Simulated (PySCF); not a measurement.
Isomers of C6H16N2, mass 116.131 u with the commonest isotopes. Method: PBE0/pcSseg-1 in PySCF (dipole) on a GFN2-xTB geometry, gas phase. One conformer each, none proved a minimum here; rigid rotors.

Question: Order these by rotational constant A, smallest first.
A. `[CH3:1][CH2:2][CH2:3][NH:4][N:5]([CH3:6])[CH2:7][CH3:8]` with C1–C2–C3–N4 -62°, C2–C3–N4–N5 175°, C3–N4–N5–C6 50°, N4–N5–C7–C8 -57°
B. `[CH3:1][CH:2]([CH3:3])[NH:4][NH:5][CH:6]([CH3:7])[CH3:8]` with C1–C2–N4–N5 -154°, C2–N4–N5–C6 179°, N4–N5–C6–C7 61°
C. `[CH3:1][CH2:2][N:3]([CH2:4][CH3:5])[N:6]([CH3:7])[CH3:8]` with C1–C2–N3–C4 166°, C2–N3–C4–C5 -80°, C2–N3–N6–C7 -84°
D. `[CH3:1][CH2:2][N:3]([NH:4][CH3:5])[CH:6]([CH3:7])[CH3:8]` with C1–C2–N3–N4 69°, C2–N3–N4–C5 -144°, C2–N3–C6–C7 75°

Answer: C (2039 MHz), D (2174 MHz), A (2747 MHz), B (4016 MHz).

Question: Order these by rotational constant B, largest first.
A. `[CH3:1][CH2:2][N:3]([NH:4][CH3:5])[CH:6]([CH3:7])[CH3:8]` with C1–C2–N3–N4 69°, C2–N3–N4–C5 -144°, C2–N3–C6–C7 75°
B. `[CH3:1][CH:2]([CH3:3])[NH:4][NH:5][CH:6]([CH3:7])[CH3:8]` with C1–C2–N4–N5 -154°, C2–N4–N5–C6 179°, N4–N5–C6–C7 61°
C. `[CH3:1][CH2:2][N:3]([CH2:4][CH3:5])[N:6]([CH3:7])[CH3:8]` with C1–C2–N3–C4 166°, C2–N3–C4–C5 -80°, C2–N3–N6–C7 -84°
D. `[CH3:1][CH2:2][CH2:3][NH:4][N:5]([CH3:6])[CH2:7][CH3:8]` with C1–C2–C3–N4 -62°, C2–C3–N4–N5 175°, C3–N4–N5–C6 50°, N4–N5–C7–C8 -57°
E. `[CH3:1][CH2:2][N:3]([CH3:4])[N:5]([CH3:6])[CH2:7][CH3:8]` with C1–C2–N3–C4 170°, C2–N3–N5–C6 -84°, N3–N5–C7–C8 -57°

Answer: C (1747 MHz), E (1704 MHz), A (1586 MHz), D (1290 MHz), B (891.7 MHz).

Question: Order these by out-of-plane moment Σ m c² = (Ia + Ib − Ic)/2, largest first.
A. `[CH3:1][CH:2]([CH3:3])[NH:4][NH:5][CH:6]([CH3:7])[CH3:8]` with C1–C2–N4–N5 -154°, C2–N4–N5–C6 179°, N4–N5–C6–C7 61° (1,2-diisopropylhydrazine)
B. `[CH3:1][CH2:2][CH2:3][NH:4][N:5]([CH3:6])[CH2:7][CH3:8]` with C1–C2–C3–N4 -62°, C2–C3–N4–N5 175°, C3–N4–N5–C6 50°, N4–N5–C7–C8 -57°
C. `[CH3:1][CH2:2][N:3]([CH2:4][CH3:5])[N:6]([CH3:7])[CH3:8]` with C1–C2–N3–C4 166°, C2–N3–C4–C5 -80°, C2–N3–N6–C7 -84°
D. `[CH3:1][CH2:2][N:3]([CH3:4])[N:5]([CH3:6])[CH2:7][CH3:8]` with C1–C2–N3–C4 170°, C2–N3–N5–C6 -84°, N3–N5–C7–C8 -57°
E. `[CH3:1][CH2:2][N:3]([NH:4][CH3:5])[CH:6]([CH3:7])[CH3:8]` with C1–C2–N3–N4 69°, C2–N3–N4–C5 -144°, C2–N3–C6–C7 75°

Answer: D (85.56 u·Å²), E (68.04 u·Å²), C (65.02 u·Å²), A (60.66 u·Å²), B (25.57 u·Å²).

```csv
SMILES,point group,Ia (u·Å²),Ib (u·Å²),Ic (u·Å²),κ,μa (D),μb (D),μc (D)
CCCNN(C)CC,C1,184.01,391.80,524.66,-0.63,0.24,1.22,0.57
CCN(NC)C(C)C,C1,232.46,318.62,414.99,-0.23,1.15,0.73,0.52
CC(C)NNC(C)C,C1,125.85,566.78,571.30,-1.00,0.11,0.13,0.11
CCN(CC)N(C)C,C1,247.90,289.26,407.11,0.27,0.10,0.81,0.71
CCN(C)N(C)CC,C2,234.79,296.52,360.19,-0.20,0.00,1.11,0.00
```
